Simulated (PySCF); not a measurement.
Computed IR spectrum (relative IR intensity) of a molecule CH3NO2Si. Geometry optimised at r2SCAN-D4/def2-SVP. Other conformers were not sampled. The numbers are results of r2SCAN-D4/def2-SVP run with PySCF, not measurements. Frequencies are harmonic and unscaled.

ν (cm⁻¹): 43 (vw), 116 (w), 278 (m), 314 (m), 528 (w), 627 (m), 689 (s), 753 (m), 816 (s), 906 (s), 927 (s), 982 (s), 1198 (vs), 2265 (m), 2345 (s), 2376 (vs), 3879 (s) (against the strongest line: vs over 80 %, s over 45 %, m over 15 %, w over 4 %, vw less)

**Question.** Which structure fits?
A. O=C=N[SiH2]O
B. O[Si@H]1N=CO1
C. N#CO[SiH2]O

**Answer.** C, N#CO[SiH2]O
